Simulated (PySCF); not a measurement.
## Spinor energies of Pd³¹⁺ (palladium, charge +31)

Start: [Ne] 3s2 3p3; 3p1/2 filled at m_j = -1/2, +1/2; 3p3/2 filled at m_j = +3/2. Calculated with PySCF 2.14 in an even-tempered Gaussian basis (19 s from 5.2 bohr⁻², ratio 2.4; 14 p from 6.8 bohr⁻², ratio 2.4; 5 d from 26 bohr⁻², ratio 2.6; 4 f from 38 bohr⁻², ratio 2.6): generalised Hartree-Fock with the X2C-1e Hamiltonian and a Gaussian nucleus; one run each with spin-orbit coupling (SO) switched off, then screened by Boettger's factors.

```
spinor shell  electrons  ε, spin-free (eV)  ε, screened SO (eV)  weight of nominal j (screened SO)  rms radius, screened SO (bohr)
       1s1/2          2           -26126.8             -26123.4                              1.000                          0.0365
       2s1/2          2            -5239.4              -5237.7                              1.000                           0.147
       2p1/2          2            -4864.4              -4980.0                              1.000                           0.128
       3s1/2          2            -1978.6              -1977.9                              1.000                           0.360
       3p1/2          2            -1874.0              -1889.6                              0.981                           0.347
       3p3/2          1            -1874.0              -1855.4                              1.000                           0.354
```

(1) Where does 2p3/2 lie, and what is the 2p spin-orbit splitting (screened SO)?

```
   quantity    spin-free  screened SO
E (hartree)  -4316.29066  -4317.98422
        M_J          3/2          3/2
       ⟨J²⟩        3.750        3.753
       ⟨L²⟩        0.000        1.881
       ⟨S²⟩        3.750        1.888
```

Each row is a mean over spinors that exchange with the open shell spreads, by up to 24.163 eV (3s1/2).

Breit and QED terms are absent; they matter most for the inner s and p1/2 levels.

Densities and radii are taken from the X2C orbitals without a picture-change correction, which distorts them close to the nucleus.

Without spin-orbit coupling the j labels of p, d and f shells carry no meaning; the spin-free column gives the mean over the occupied spinors of each nl shell.

## Answers

(1) At -4808.9 eV, 171.10 eV above 2p1/2.
